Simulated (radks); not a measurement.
Problem. The caesium ion Cs24+, configuration [Ar] 3d10 4s2 4p1. All-electron calculation, non-relativistic Kohn-Sham, PBE, spin-polarised, spherical densities, point nucleus; open shells are filled with parallel spins first (spin-orbit coupling, left out, can overturn this in heavy ions); relativity is left out, which matters for an element this heavy. Program: a radial shooting solver on a logarithmic mesh with Libxc functionals. Some entries of the table are withheld. Estimate them.

orbital  occ.  eigenvalue (eV)  <r> (bohr)  r(max) (bohr)
1s up       1        -34986.65     0.02763        0.01830
1s down     1        -34986.13     0.02762        0.01830
2s up       1        -5966.026      0.1185         0.1008
2s down     1        -5965.739      0.1185         0.1008
2p up       3        -5668.375      0.1008        0.07874
2p down     3        -5667.896      0.1008        0.07875
3s up       1        -1780.875      0.3088         0.2839
3s down     1        -1780.242      0.3087         0.2839
3p up       3        -1654.705      0.2982            (1)
3p down     3        -1654.005      0.2981            (2)
3d up       5        -1422.612         (3)            (4)
3d down     5        -1421.967         (5)            (6)
4s up       1        -803.1510      0.6384         0.6230
4s down     1        -799.2670      0.6384         0.6223
4p up       1        -753.0215      0.6432         0.6260
4p down     0        -749.1833      0.6434         0.6253

Solution. 
(1) 3p up r(max) (bohr): 0.2702
(2) 3p down r(max) (bohr): 0.2702
(3) 3d up <r> (bohr): 0.2674
(4) 3d up r(max) (bohr): 0.2180
(5) 3d down <r> (bohr): 0.2673
(6) 3d down r(max) (bohr): 0.2180
